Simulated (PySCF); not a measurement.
## InH at B97-3

Computed with B97-3; PySCF, scalar-relativistic core potentials, basis sets In def2-TZVPPD with ECP28, H def2-TZVPPD.

- state: ¹Σ⁺ (singlet), closed shell
- bond length: 1.864 Å
- harmonic wavenumber: 1430 cm⁻¹
- force constant: 1.20 mdyn/Å
- rotational constant Be: 4.858 cm⁻¹
- anharmonicity ωexe: 21.7 cm⁻¹
- vibration–rotation constant αe: 0.136 cm⁻¹
- well depth De to In + H: 2.69 eV
- dissociation energy D0: 2.61 eV
- HOMO–LUMO gap: 4.08 eV
- bond order (Mayer): 0.95
- dipole moment (positive dipole means In(−)H(+)): -0.98 D

These are scalar-relativistic numbers at best; spin–orbit coupling would shift them, the dissociation energy most.
